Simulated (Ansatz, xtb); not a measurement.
## BFH2OSi: where a starting geometry ends

The starting geometry of this gas-phase singlet was built from a drawn formula by distance geometry and a force field; its bonds are those of `F[Si]1=[BH-][OH+]1`.

```json
{"atom": "B", "x (Å)": "-0.8532", "y (Å)": "-1.5217", "z (Å)": "-0.6194"}
{"atom": "F", "x (Å)": "-1.3282", "y (Å)": "0.8240", "z (Å)": "-2.8757"}
{"atom": "O", "x (Å)": "0.5237", "y (Å)": "-1.4490", "z (Å)": "-1.3701"}
{"atom": "Si", "x (Å)": "-0.6933", "y (Å)": "-0.4018", "z (Å)": "-1.9134"}
{"atom": "H", "x (Å)": "-1.5275", "y (Å)": "-2.0007", "z (Å)": "0.2108"}
{"atom": "H", "x (Å)": "1.4267", "y (Å)": "-1.8257", "z (Å)": "-1.4886"}
```

Predict what it relaxes into with r2SCAN-D4/def2-SVP.

A bond breaks, leaving `OB[Si]F`. Distances that change by over a tenth: B1–O3 (1.57 → 1.36 Å), B1–Si4 (1.72 → 2.08 Å). Contacts that open: O3–Si4 (1.69 → 2.98 Å).

The energy falls by 4.45 eV over 19 steps:

| step | E − E(last) (eV) |
| --- | --- |
| 1 | 4.449 |
| 3 | 2.869 |
| 5 | 1.316 |
| 7 | 0.490 |
| 9 | 0.325 |
| 11 | 0.175 |
| 13 | 0.070 |
| 15 | 0.004 |
| 17 | 0.000 |
| 19 | 0.000 |

Final geometry (Å):

```tsv
atom	x (Å)	y (Å)	z (Å)
B	-0.4971	-1.3821	-1.1432
F	-1.3935	1.0030	-2.1988
O	0.7676	-1.8058	-1.3847
Si	-1.5895	-0.5598	-2.7140
H	-0.9619	-1.4863	-0.0157
H	1.2226	-2.1438	-0.6001
```

From the same start GFN2-xTB reaches the same bonding as this run.

The end wasn't checked by frequencies. Run with Ansatz 0.2.0, 22 s on 1 thread of Intel(R) Xeon(R) 6975P-C (Granite Rapids), with other jobs on the host.
